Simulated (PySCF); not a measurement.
# Ag⁺: ionisation energy

Ag⁺ [Kr] 4d10 (1S) → Ag²⁺ [Kr] 4d9 (2D), as a difference of total energies. All numbers are calculated (PySCF 2.14, scalar relativity by spin-free X2C-1e, in x2c-SVPall (6s5p5d1f, 53 functions)). Correlated levels: valence: [Kr] frozen. The calculations carry no spin-orbit coupling.

```tsv
method	ionisation energy (eV)	difference from reference (eV)
UHF	19.814	-1.670
r2SCAN	21.739	+0.255
PBE0	21.716	+0.232
MP2 (valence)	21.358	-0.126
SCS-MP2 (valence)	21.186	-0.298
```

Reference: 21.484 eV (measured; NIST Atomic Spectra Database, ionization energies).

The reference lies between the lowest fine-structure levels, while these numbers refer to the centres of the terms.

Errors of the correlated levels include the incompleteness of this basis and the frozen core.
